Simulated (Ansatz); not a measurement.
Total energies of `BN(B)CC=C`.

```xyz
15

B     0.2294   -1.8729    0.2127
N    -0.5418   -0.6812    0.2059
B    -1.7182   -0.5667   -0.5800
C    -0.1064    0.4552    1.0095
C     0.8151    1.3880    0.2924
C     1.2396    1.2661   -0.9564
H     1.1930   -1.9392    0.9205
H    -0.1088   -2.7834   -0.4797
H    -2.0447   -1.4853   -1.2674
H    -2.3594    0.4431   -0.5254
H    -0.9848    1.0158    1.3467
H     0.3937    0.0880    1.9121
H     1.1460    2.2361    0.8879
H     0.9371    0.4390   -1.5883
H     1.9102    1.9975   -1.3905
```

Charge 0, multiplicity 1. Geometry: relaxed with PBE0-D4/def2-TZVP. It is one conformer, not always the lowest. Basis def2-TZVPP, the Gaussian-basis code of Ansatz.

RPA on PBE orbitals: Hartree–Fock energy of these orbitals -222.70870 Eh, correlation -1.54262 Eh (frozen core).

| functional | energy without D4 (Eh) | D4 term (kJ/mol) |
| --- | --- | --- |
| LDA (SPW92) | -222.11835 | – |
| r2SCAN | -224.13139 | -8.2 |

(1) Give the same for PBE, revPBE, BLYP, B97M-V, PBE0, B3LYP, r2SCANh, r2SCAN0, HSE06 (plane-wave form), BHLYP, CAM-B3LYP, LC-ωPBE, ωB97X-V, ωB97M-V, B2PLYP, PBE-QIDH. (An estimate is asked.)

B3LYP takes the VWN-RPA correlation (the form of Gaussian; ORCA's B3LYP/G). HSE06 is the plane-wave form, built on full-range PBE exchange. The double hybrids freeze the cores in their second-order part.

Results:

(1) Ansatz gave: 
```tsv
functional	energy without D4 (Eh)	D4 term (kJ/mol)
PBE	-223.94762	-31.3
revPBE	-224.20032	-102.1
BLYP	-224.16435	-69.2
B97M-V	-224.29269	–
PBE0	-223.98739	-26.5
B3LYP	-224.29945	-49.8
r2SCANh	-224.12407	-8.6
r2SCAN0	-224.11422	-9.4
HSE06 (plane-wave form)	-223.97317	-24.5
BHLYP	-224.15082	-35.4
CAM-B3LYP	-224.15045	-26.6
LC-ωPBE	-224.11572	–
ωB97X-V	-224.21698	–
ωB97M-V	-224.16403	–
B2PLYP	-224.06985	–
PBE-QIDH	-223.95633	–
```

LC-ωPBE has ω = 0.4 bohr⁻¹.
